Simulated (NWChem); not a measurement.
# CH₂ClNOSi; SMILES N#CO[SiH2]Cl

```xyz
7

N      0.8588    -2.7490    -0.3502
C      0.1746    -1.9041     0.0572
O     -0.5928    -0.9967     0.5347
Si    -0.8909     0.5582    -0.1001
Cl     0.8033     1.6853     0.0715
H     -1.9637     1.0796     0.7694
H     -1.2504     0.4075    -1.5286
```
Atoms are numbered in this order, from 1.

Program: NWChem. Pople sets run with spherical d functions. Structure relaxed at the PBE0/def2-SVP level. Atomic charges in e: unrestrained fits to the electrostatic potential beside Mulliken populations; buried atoms are poorly determined by the fit.

### Question
Estimate the computed values for Hartree-Fock/6-31G*. Quantities: ESP N1; Mulliken N1; ESP C2; Mulliken C2; ESP O3; Mulliken O3; ESP Si4; Mulliken Si4; ESP Cl5; Mulliken Cl5; relative RMS misfit of the potential (%).

### Answer
```
Item                                      Result
----------------------------------------  ------
ESP N1                                     -0.58
Mulliken N1                                -0.38
ESP C2                                      0.63
Mulliken C2                                 0.59
ESP O3                                     -0.42
Mulliken O3                                -0.74
ESP Si4                                     0.83
Mulliken Si4                                1.05
ESP Cl5                                    -0.25
Mulliken Cl5                               -0.31
relative RMS misfit of the potential (%)      18
```
